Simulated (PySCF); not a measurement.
# Field gradients at the hydrogen positions

Compound: C5H15FSi3.
Structure used (GFN2-xTB), in Å, numbered top down from 1:
```xyz
24
C5H15FSi3 angstrom
C      3.7516   -0.6204   -0.5130
Si     2.2705    0.5507   -0.3217
C      0.7201   -0.4781    0.1036
C     -0.4114    0.3147    0.7588
Si    -1.9070   -0.8049    1.1845
C     -2.7630   -0.8527   -0.5241
Si    -2.0671    0.6068   -1.5316
C     -0.9310    1.3878   -0.1918
F     -1.7277    2.2743    0.5418
H      4.6536   -0.0639   -0.7468
H      3.5932   -1.3373   -1.3135
H      3.9403   -1.1811    0.3979
H      2.0907    1.2809   -1.5860
H      2.5382    1.5049    0.7623
H      1.0080   -1.2859    0.7808
H      0.3379   -0.9596   -0.8000
H     -0.0146    0.8109    1.6503
H     -2.7642   -0.1946    2.2021
H     -1.4556   -2.1292    1.6301
H     -2.5777   -1.7989   -1.0280
H     -3.8423   -0.7780   -0.4167
H     -3.0754    1.5873   -1.9306
H     -1.2660    0.1830   -2.6865
H     -0.1130    2.0033   -0.5807
```

Level: PBE0/pcSseg-1 (PySCF, non-relativistic); Q(2H) = 0.00286 b; rigid geometry, the same for H and D, with no vibrational averaging.

Question: Rank these positions by the coupling χzz of a deuteron there, largest first.
A. H13 (Si–H hydrogen)
B. H22 (Si–H hydrogen)
C. H24 (methine hydrogen)
D. H16 (methylene hydrogen)
E. H11 (methyl hydrogen)
F. H17 (methine hydrogen)

Answer: E (219 kHz), D (207 kHz), F (203 kHz), C (197 kHz), B (110 kHz), A (106 kHz).

Q: Give the electric field gradient Vzz (the principal value of largest size), its asymmetry and the 2H coupling at each hydrogen.

A: 
| atom | bonded to | bond length (Å) | Vzz (au) | η | χzz (kHz) |
| --- | --- | --- | --- | --- | --- |
| H10 | C1 | 1.085 | 0.3269 | 0.01 | 220 |
| H11 | C1 | 1.086 | 0.3253 | 0.01 | 219 |
| H12 | C1 | 1.086 | 0.3255 | 0.01 | 219 |
| H13 | Si2 | 1.471 | 0.1575 | 0.02 | 106 |
| H14 | Si2 | 1.469 | 0.1594 | 0.01 | 107 |
| H15 | C3 | 1.093 | 0.3081 | 0.03 | 207 |
| H16 | C3 | 1.093 | 0.3084 | 0.05 | 207 |
| H17 | C4 | 1.095 | 0.3017 | 0.03 | 203 |
| H18 | Si5 | 1.464 | 0.1628 | 0.02 | 109 |
| H19 | Si5 | 1.468 | 0.1600 | 0.00 | 108 |
| H20 | C6 | 1.088 | 0.3271 | 0.02 | 220 |
| H21 | C6 | 1.087 | 0.3281 | 0.01 | 220 |
| H22 | Si7 | 1.462 | 0.1638 | 0.01 | 110 |
| H23 | Si7 | 1.468 | 0.1601 | 0.00 | 108 |
| H24 | C8 | 1.095 | 0.2935 | 0.10 | 197 |

Q: Average by the element that carries the hydrogen.

A: on C: 212 kHz over 9 positions, mean bond length 1.090 Å; on Si: 108 kHz over 6 positions, mean bond length 1.467 Å.

Q: How does χzz go with the bond length over the 9 C–H bonds?

A: A straight-line fit has a slope of -21.5 kHz for each 0.01 Å, with a correlation coefficient of -0.96, over lengths from 1.085 to 1.095 Å. The longer bonds have the smaller couplings here.

One conformer (not necessarily the lowest) at the GFN2-xTB geometry, without solvent, vibrations or thermal averaging. GFN2-xTB bond lengths can be off by several hundredths of an ångström, more for odd bonds, and the gradients follow them. With so small a basis the couplings can be 20 % off.
